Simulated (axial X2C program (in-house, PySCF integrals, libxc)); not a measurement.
**Outer orbitals of SbS⁺ at 2.142 Å, PBEsol**

Computed with an in-house all-electron X2C program for linear molecules (integrals from PySCF). Spin-free means the one-electron spin-free X2C Hamiltonian; two-component (2c) means X2C with spin–orbit coupling and atomic mean-field two-electron Coulomb and Gaunt terms, so the difference of the two also holds small scalar two-electron terms. Basis: Sb dyall-cv3z [11s12p8d4f1g], S dyall-av3z [9s8p3d2f] (cores contracted in-house); Gaussian nuclei, density fitting, unrestricted open shells. Masses: Sb 120.904 u, S 31.972 u.

The distance is close to the 2c PBE0 minimum; the highest filled and lowest empty levels are listed.

Spin-free orbitals, state M_S = 0, Λ = 0 (closed shell) (Löwdin shares):

| symmetry | occupied | ε (eV) | atomic character |
| --- | --- | --- | --- |
| σα | yes | -24.70 | 61% S s, 18% Sb s, 9% Sb p |
| σα | yes | -19.38 | 48% Sb s, 20% S p, 19% S s |
| σα | yes | -14.17 | 49% S p, 36% Sb p, 8% Sb s |
| π+α | yes | -13.77 | 66% S p, 28% Sb p, 3% Sb d |
| π-α | yes | -13.77 | 66% S p, 28% Sb p, 3% Sb d |
| π+α | no | -10.50 | 56% Sb p, 26% S p, 8% S d |
| π-α | no | -10.50 | 56% Sb p, 26% S p, 8% S d |
| σα | no | -6.57 | 38% Sb p, 25% Sb d, 16% S p |
| σα | no | -4.43 | 45% S s, 19% S d, 17% Sb s |

One partner of each degenerate Kramers or spin pair is listed.

Spinors with spin–orbit coupling (state Ω = 0):

```json
{"ω": "1/2", "occupied": "yes", "ε (eV)": "-24.70", "atomic character": "62% S s, 17% Sb s, 9% Sb p", "λ mixture": "100% σ"}
{"ω": "1/2", "occupied": "yes", "ε (eV)": "-19.37", "atomic character": "48% Sb s, 20% S p, 19% S s", "λ mixture": "100% σ"}
{"ω": "1/2", "occupied": "yes", "ε (eV)": "-14.21", "atomic character": "48% S p, 37% Sb p, 8% Sb s", "λ mixture": "90% σ, 10% π"}
{"ω": "1/2", "occupied": "yes", "ε (eV)": "-13.82", "atomic character": "64% S p, 29% Sb p, 2% Sb d", "λ mixture": "90% π, 10% σ"}
{"ω": "3/2", "occupied": "yes", "ε (eV)": "-13.68", "atomic character": "68% S p, 25% Sb p, 3% Sb d", "λ mixture": "100% π"}
{"ω": "1/2", "occupied": "no", "ε (eV)": "-10.66", "atomic character": "54% Sb p, 29% S p, 8% S d", "λ mixture": "99% π, 1% σ"}
{"ω": "3/2", "occupied": "no", "ε (eV)": "-10.31", "atomic character": "58% Sb p, 24% S p, 9% S d", "λ mixture": "100% π"}
{"ω": "1/2", "occupied": "no", "ε (eV)": "-6.56", "atomic character": "38% Sb p, 25% Sb d, 16% S p", "λ mixture": "100% σ"}
{"ω": "1/2", "occupied": "no", "ε (eV)": "-4.42", "atomic character": "45% S s, 19% S d, 18% Sb s", "λ mixture": "100% σ"}
```

One partner of each degenerate Kramers or spin pair is listed.

(1) How does the gap between the highest filled and lowest empty level change from the spin-free to the 2c table?

Mulliken charges and populations of the two-component result (they depend on the basis, above all on diffuse functions):

Sb 1.06 e (s 9.89 p 19.96 d 20.08 f 0.02), S -0.06 e (s 5.97 p 9.98 d 0.10 f 0.01).

The state is a single determinant with fixed occupations, the lowest that a limited PBE0 search found.

Results:

(1) From 3.27 to 3.02 eV at PBEsol, a change of -0.25 eV.
